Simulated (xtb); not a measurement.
Harmonic IR lines of one isomer of C$_{3}$H$_{6}$Si, unscaled. These are GFN2-xTB in xtb values and carry that method's errors.

```csv
wavenumber (cm⁻¹),relative intensity
430,6.3
450,10
550,40
630,6.1
717,20
723,5.2
755,53
893,6.3
956,12
1086,8.6
2338,100
2350,75
3028,23
3035,9.3
3073,11
```

**Question.** Which structure gives these lines?
A. `C=C1C[SiH2]1`
B. `C=C[SiH]=C`
C. `[SiH3]C1C=C1`
D. `C=C=C[SiH3]`

**Answer.** A, `C=C1C[SiH2]1`
